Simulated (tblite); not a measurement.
Compound: C₅H₈NSi (doublet state).
Atom-mapped SMILES: `[CH3:1][SiH2:2][n:3]1[c:4][cH:5][cH:6][cH:7]1` (hydrogens: H8, H9, H10 on C1; H11, H12 on Si2; H13 on C5; H14 on C6; H15 on C7)

Structure optimised with GFN2-xTB, isolated species. This method treats the open shell by occupation alone, without spin polarisation.

Question: Give the optimised bond lengths and angles.

Answer: 
```
                bond  length (Å)     order
              C1–Si2       1.893    single
              Si2–N3       1.754    single
               N3–C4       1.355  aromatic
               C4–C5       1.350  aromatic
               C5–C6       1.428  aromatic
               C6–C7       1.362  aromatic
               N3–C7       1.377  aromatic
C1–H8, C1–H9, C1–H10       1.086    single
    Si2–H11, Si2–H12       1.466    single
              C5–H13       1.070    single
              C6–H14       1.073    single
              C7–H15       1.072    single
```

Bonds in one row agree within 0.01 Å and their mean is given. Orders are formal, as drawn. A selection of angles:
```
      angle  degrees
  Si2–C1–H8    111.3
   H8–C1–H9    107.7
  C1–Si2–N3    107.4
 C1–Si2–H11    111.3
 C1–Si2–H12    113.0
 N3–Si2–H11    108.2
 N3–Si2–H12    105.1
H11–Si2–H12    111.4
  Si2–N3–C4    125.0
  Si2–N3–C7    128.8
   C4–N3–C7    106.0
   N3–C4–C5    112.5
   C4–C5–C6    104.6
  C4–C5–H13    128.5
  C6–C5–H13    126.9
   C5–C6–C7    107.6
  C5–C6–H14    125.0
  C7–C6–H14    127.4
  C6–C7–H15    130.6
   N3–C7–C6    109.2
  N3–C7–H15    120.2
```

Torsions: C1–Si2–N3–C4 45° (synclinal). The mirror-image conformer, all signs reversed, is as good.

The 3 C–C bonds span 1.350 Å (C4–C5, aromatic) to 1.428 Å (C5–C6, aromatic), a spread of 0.078 Å. The 5-membered ring N3–C4–C5–C6–C7 has internal angles of 104.6° to 112.5°; it is planar, 0.00 Å rms from its mean plane, widest ring torsion 0°. C7 (carbon bonded to C, N and H) is planar (angles 130.6°, 120.2° and 109.2°, sum 360.0°, 0.00 Å off the plane of its three neighbours). N3 (nitrogen bonded to 2 C and Si) is planar (angles 128.8°, 125.0° and 106.0°, sum 359.8°, 0.03 Å off the plane of its three neighbours). The C–N distances run from 1.355 Å (N3–C4, aromatic) to 1.377 Å (N3–C7, aromatic), a spread of 0.022 Å. C6 (carbon bonded to 2 C and H) is planar (angles 127.4°, 125.0° and 107.6°, sum 360.0°, 0.00 Å off the plane of its three neighbours). Si2 (silicon bonded to C, N and 2 H) is distorted tetrahedral (angles from 105.1° to 113.0°).

Point group: C1 (no symmetry element, even within 0.4 Å). Its lowest GFN2-xTB frequency is 1i cm⁻¹, too small to tell a flat minimum from a shallow saddle. 3 starts were optimised and ended at 0.00, 0.25 and 0.29 kcal/mol (GFN2-xTB); the lowest of these is shown.

All values are computed, not measured.
